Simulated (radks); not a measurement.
Fractional charge and spin in the 6s shell of lutetium: the spin-up occupation runs from 0 to 1 and the spin-down occupation from 0 to 1; the fullest corner is Lu, [Xe] 4f14 5d(up 0.5, down 0.5) 6s(up 1, down 1). All-electron calculation, scalar-relativistic Kohn-Sham, PBE, spin-polarised, spherical densities, point nucleus. Program: a radial shooting solver on a logarithmic mesh with Libxc functionals. Energy (eV) minus the two flat planes that join the four corners (they meet along the diagonal where the two added fractions sum to one electron); zero is where a piecewise linear energy would lie.

down \ up       0    0.25     0.5    0.75       1
0           0.000  -0.557  -0.736  -0.548   0.000
0.25       -0.557  -0.684  -0.447   0.147  -0.487
0.5        -0.736  -0.447   0.196  -0.392  -0.642
0.75       -0.548   0.147  -0.392  -0.597  -0.476
1           0.000  -0.487  -0.642  -0.476   0.000

Corners above the fullest one (they belong to Lu+ and the next ion): (up 1, down 0) 7.169 eV, (up 0, down 1) 7.169 eV, (up 0, down 0) 20.644 eV. With half an added electron in each spin the energy lies 0.196 eV from the planes, and with half an added electron in spin up alone -0.736 eV. The planes are only a guide here: the flat-plane condition holds for ground states with one frontier orbital, while this shell lies below other occupied shells, so the corners above the fullest one are inner-hole states and not the ground states of those ions.
